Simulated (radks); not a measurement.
Question: The mean radii <r> (bohr) of the occupied orbitals of an atom or ion are listed with their occupations. Calculated with a radial shooting solver on a logarithmic mesh with Libxc functionals: non-relativistic Kohn-Sham, MS2 meta-GGA, spin-polarised, spherical densities, point nucleus; meta-GGA in the generalised Kohn-Sham scheme.

| orbital | occ. | <r> |
|---|---|---|
| 1s up | 1 | 0.1579 |
| 1s down | 1 | 0.1578 |
| 2s up | 1 | 0.8554 |
| 2s down | 1 | 0.8649 |
| 2p up | 3 | 0.8734 |
| 2p down | 2 | 0.8938 |

Name the element and its charge. Open shells, if any, are filled with parallel spins first.

Answer: Z = 10, neon, charge +1: Ne+ in [He] 2s2 2p5. The 1s radius gives Z: for a bare nucleus <r> = 1.5/Z, 0.15 bohr for Z = 10, and screening makes it slightly larger (0.1579 here). The occupations add up to 9, and the charge is Z minus that.
